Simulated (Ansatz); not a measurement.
System: CS$_{2}$, charge 0, multiplicity 1. SMILES: C([S-])#[S+]
Geometry: optimised at B3LYP-D3(BJ)/def2-TZVP (Ansatz, a program for electronic structure).

Wanted: atomisation energy, in kcal/mol. Set-up: 6-31G* and kin with 6d, 5d where marked; dispersion terms only where a functional's name holds one; 6-311+G** with 5d, 6d on Na to Ar in Ansatz; atomisation electronic, to ground-state atoms; spin-orbit terms left out; LANL2DZ with its own core potentials from Na on; non-relativistic; open shells spin-unrestricted. Ab initio and DFT rows: single points at B3LYP-D3(BJ) geometries (Ansatz).

```tsv
level	program	atomisation energy (kcal/mol)
B3LYP/STO-3G	Ansatz	312.7
B3LYP/3-21G	Ansatz	234.7
B3LYP/LANL2DZ	Ansatz	224.8
B3LYP/6-31G	Ansatz	231.0
B3LYP/6-31G*	Ansatz	271.3
B3LYP/6-31+G*	Ansatz	267.9
B3LYP/def2-SVP	Ansatz	277.1
B3LYP/cc-pVDZ	Ansatz	268.4
B3LYP/6-311+G**	Ansatz	269.1
B3LYP/def2-TZVPD	Ansatz	277.0
```

No value to compare with is used here. The 9 habitual levels span 224.8 (B3LYP/LANL2DZ) to 312.7 kcal/mol (B3LYP/STO-3G); B3LYP/def2-TZVPD gives 277.0.

The sets are all those run for this method; left out are runs that failed, that the program found above a lower state of the same kind, or whose <S^2> lies over 0.5 above the pure value.
